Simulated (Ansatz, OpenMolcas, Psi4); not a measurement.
Errors in the atomisation enthalpy at 298 K

6 molecules with halogens; the atomisation enthalpy at 298 K in kJ/mol, computed less measured. Shapes, held fixed at every level: PBE0-D4/def2-TZVP. Thermal terms are harmonic and unscaled (PBE0-D4/def2-TZVP); the spin-orbit lowering of the free atoms is taken from their spectra. Programs: Ansatz 0.2.0, OpenMolcas 26.06, Psi4 1.11. A level may come from different programs for different species; with the same settings they agree closely. Measured values: Active Thermochemical Tables, CRC Handbook of Chemistry and Physics, NIST-JANAF tables.

Levels: A = HF/3-21G; B = revPBE/cc-pVDZ; C = B2PLYP/cc-pVDZ; D = B2PLYP/def2-TZVPP.

```
                      molecule  from tabulated heats      A    B     C    D
    AsF3 (arsenic trifluoride)                  1326   -660  -56  -110   +4
   BBr2F (dibromofluoroborane)                  1388   -495  -33   -60  -23
  BBrCl2 (bromodichloroborane)                  1262   -507  -31   -56  -21
   CH2BrF (bromofluoromethane)                  1556   -608  -42   -79  -23
 C2F3N (cyanotrifluoromethane)                  2640  -1261  +10   -98  -21
C2H3F3 (1,1,1-trifluoroethane)                  3070  -1068  -46  -109  -29
```

(1) Sum up the errors.

Answers

(1) 
```json
{"level": "HF/3-21G", "kind": "Hartree–Fock", "mean error": "-766.5", "mean absolute error": "766.5", "worst case": "C2F3N"}
{"level": "revPBE/cc-pVDZ", "kind": "GGA", "mean error": "-33.0", "mean absolute error": "36.3", "worst case": "AsF3"}
{"level": "B2PLYP/cc-pVDZ", "kind": "double hybrid", "mean error": "-85.3", "mean absolute error": "85.3", "worst case": "AsF3"}
{"level": "B2PLYP/def2-TZVPP", "kind": "double hybrid", "mean error": "-18.8", "mean absolute error": "20.2", "worst case": "C2H3F3"}
```

On this set B2PLYP/def2-TZVPP has the smallest mean absolute error and HF/3-21G the largest. HF/3-21G is too low in 6 of 6; revPBE/cc-pVDZ is too low in 5 of 6; B2PLYP/cc-pVDZ is too low in 6 of 6; B2PLYP/def2-TZVPP is too low in 5 of 6. The heats of C2F3N (cyanotrifluoromethane), C2H3F3 (1,1,1-trifluoroethane) come from older tables and can be uncertain by 10 kJ/mol or more. Heats of the atoms come from ATcT where it has them, that of boron, 570 kJ/mol, from recent work. The levels differ in basis as well as in method. The tabulated values of AsF3, BBr2F, BBrCl2 are in doubt (older tables, estimates, or at odds with other calculations) and kept here. Over the 3 molecules whose values aren't doubted the mean absolute errors are A 979.0; B 32.7; C 95.3; D 24.3. Hartree–Fock lacks correlation and underbinds. Relativity is left out for As, Br. Outer-core shells of As, Br are correlated, in sets that cover them unevenly. The set is small.
